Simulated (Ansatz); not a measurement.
This Ansatz (a first-principles code) input (PBE/aug-pcseg-3) gives -2574.43258 Eh with 142 basis functions.

Ansatz 0.2 input:
```yaml
crystal:
  periodic: [false, false, false]
  atoms:
    - {symbol: Br, position_ang: [-0.00000000, -0.00000000, -0.03957855]}
    - {symbol: H, position_ang: [0.00000000, 0.00000000, 1.38524928]}
basis:
  gaussian:
    orbitals: aug-pcseg-3
hamiltonian:
  xc: {name: PBE}
magnetization: {spin_polarized: false}
```

Change:
```diff
- orbitals: aug-pcseg-3
+ orbitals: 6-31G
```

Task: What does the run give now?

Result: -2573.98554 Eh (PBE/6-31G, 31 functions), a change of +447.04 mEh.
